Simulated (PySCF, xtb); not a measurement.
FeH₂O, SMILES [OH][FeH] (connectivity only; charge and spin as stated), neutral, multiplicity 5.

Harmonic wavenumbers (cm⁻¹) from GFN2-xTB (xtb 6.7.1) at its own minimum, in rising order: 366, 452, 547, 557, 921, 3726.

Task: What does PBE-D3(BJ)/def2-TZVP run with PySCF give at its own minimum? (The exact figures need the calculation; the answer reports its results.)

Result: 267, 291, 480, 683, 1758, 3777. Paired by order, the mean absolute difference is 223 cm⁻¹ and the zero-point energies are 9.4 and 10.4 kcal/mol.
